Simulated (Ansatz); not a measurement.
A run for Ansatz (a program for electronic structure): R-B3LYP-D3(BJ)/def2-TZVP on C2H6Zn (SMILES [CH3][Zn][CH3]).

Ansatz 0.2 input:
```yaml
crystal:
  periodic: [false, false, false]
  atoms:
    - {symbol: C, position_ang: [2.03680000, -0.08450000, 0.02940000]}
    - {symbol: Zn, position_ang: [0.00620000, 0.06570000, -0.11350000]}
    - {symbol: C, position_ang: [-2.03550000, 0.09630000, -0.05000000]}
    - {symbol: H, position_ang: [2.47000000, -0.67310000, -0.77410000]}
    - {symbol: H, position_ang: [2.53210000, 0.88210000, 0.02080000]}
    - {symbol: H, position_ang: [2.30780000, -0.57280000, 0.96340000]}
    - {symbol: H, position_ang: [-2.38940000, -0.37130000, 0.86870000]}
    - {symbol: H, position_ang: [-2.48710000, -0.44610000, -0.87550000]}
    - {symbol: H, position_ang: [-2.44100000, 1.10360000, -0.06920000]}
basis:
  gaussian:
    orbitals: def2-TZVP
hamiltonian:
  xc: b3lyp
  dispersion: d3bj
relax: {f_tol: 0.004, max_steps: 120}
scf: {lower_state_search: off}
```

The log:

```
WARN ansatz: RAYON_NUM_THREADS=4 ignored (pool sized by the plan → 4); use --threads N
Functional definition: B3LYP
these checks for a lower state are left out or cut short: stability, starts, cluster_reference, orbital_swaps, neighbouring_geometries, increment
integrals: 0.07 GiB planned
1149 factors; their error is unknown
mean field: 0.60 GiB planned
mean field evaluation 1: about -50578.0122 eV, gradient 8.9e1 eV
mean field evaluation 2: about -50562.1680 eV, gradient 1.3e2 eV
mean field evaluation 4: about -50593.8634 eV, gradient 8.6e0 eV
mean field evaluation 8: about -50593.9709 eV, gradient 1.4e-2 eV
mean field evaluation 16: about -50594.0236 eV, gradient 5.2e-5 eV
mean field -50594.02356959 eV, -1859.2960723214 hartree, gradient 3.0e-6 eV, S^2 0.000000; 0 other end points of the search recorded, 0 dependent functions left out
the calculation of the forces begins
reference -50594.02383705 eV, -1859.2960821505 hartree; 24, 24 occupied and 122, 122 virtual orbitals, 1149 factors
relax step   1: F+E_penalty+E_count = -50594.24401006 eV  Δ(F+E_penalty+E_count) = +0.000e0 eV  max|allowed force component| = 7.083e-1 eV/Å  Δτ_max = 0.0000 Å  (16 SCF iters, accepted)
these checks for a lower state are left out or cut short: stability, starts, cluster_reference, orbital_swaps, neighbouring_geometries, increment
integrals: 0.07 GiB planned
1149 factors; their error is unknown
mean field: 0.60 GiB planned
mean field -50594.11540322 eV, -1859.2994471451 hartree, gradient 1.1e-6 eV, S^2 0.000000; 0 other end points of the search recorded, 0 dependent functions left out
the calculation of the forces begins
reference -50594.11566895 eV, -1859.2994569107 hartree; 24, 24 occupied and 122, 122 virtual orbitals, 1149 factors
relax step   2: F+E_penalty+E_count = -50594.33885426 eV  Δ(F+E_penalty+E_count) = -9.484e-2 eV  max|allowed force component| = 3.946e-1 eV/Å  Δτ_max = 0.0941 Å  (20 SCF iters, accepted)
these checks for a lower state are left out or cut short: stability, starts, cluster_reference, orbital_swaps, neighbouring_geometries, increment
integrals: 0.07 GiB planned
1149 factors; their error is unknown
mean field: 0.61 GiB planned
mean field evaluation 32: about -50594.1228 eV, gradient 2.9e-6 eV
mean field -50594.12281877 eV, -1859.2997196616 hartree, gradient 2.9e-6 eV, S^2 0.000000; 0 other end points of the search recorded, 0 dependent functions left out
the calculation of the forces begins
reference -50594.12308503 eV, -1859.2997294466 hartree; 24, 24 occupied and 122, 122 virtual orbitals, 1149 factors
relax step   3: F+E_penalty+E_count = -50594.34740733 eV  Δ(F+E_penalty+E_count) = -8.553e-3 eV  max|allowed force component| = 4.146e-1 eV/Å  Δτ_max = 0.0572 Å  (19 SCF iters, accepted)
these checks for a lower state are left out or cut short: stability, starts, cluster_reference, orbital_swaps, neighbouring_geometries, increment
integrals: 0.07 GiB planned
1149 factors; their error is unknown
mean field: 0.61 GiB planned
mean field -50594.12962536 eV, -1859.2999697991 hartree, gradient 8.2e-7 eV, S^2 0.000000; 0 other end points of the search recorded, 0 dependent functions left out
the calculation of the forces begins
reference -50594.12989063 eV, -1859.2999795478 hartree; 24, 24 occupied and 122, 122 virtual orbitals, 1149 factors
relax step   4: F+E_penalty+E_count = -50594.35434692 eV  Δ(F+E_penalty+E_count) = -6.940e-3 eV  max|allowed force component| = 3.953e-3 eV/Å  Δτ_max = 0.0144 Å  (20 SCF iters, accepted)
Total energy: -50594.35461220 eV, -1859.3082379130 hartree
Atom 0 at     1.954345    -0.086615     0.037791 Å, force     0.003754     0.001304    -0.002445 eV/Å
Atom 1 at     0.000175     0.002356    -0.004183 Å, force     0.000071    -0.000395     0.000691 eV/Å
Atom 2 at    -1.954308     0.087265    -0.038985 Å, force    -0.003654     0.001635    -0.002641 eV/Å
Atom 3 at     2.338722    -0.660045    -0.808593 Å, force    -0.003651     0.000173    -0.000123 eV/Å
Atom 4 at     2.393258     0.912592    -0.005615 Å, force    -0.003953     0.000053    -0.000122 eV/Å
Atom 5 at     2.301633    -0.567017     0.955078 Å, force     0.001464    -0.001244     0.002323 eV/Å
Atom 6 at    -2.378840    -0.365803     0.859517 Å, force    -0.001575    -0.001177     0.002336 eV/Å
Atom 7 at    -2.354240    -0.444629    -0.905056 Å, force     0.003663    -0.000127    -0.000014 eV/Å
Atom 8 at    -2.300845     1.121796    -0.089953 Å, force     0.003880    -0.000220    -0.000005 eV/Å
Dipole moment:     0.000019     0.000303    -0.000533 e Å
Checks for a lower state left out: stability, starts, cluster_reference, orbital_swaps, neighbouring_geometries, increment
```

The run converged.

Cost: very roughly 13 core-seconds.
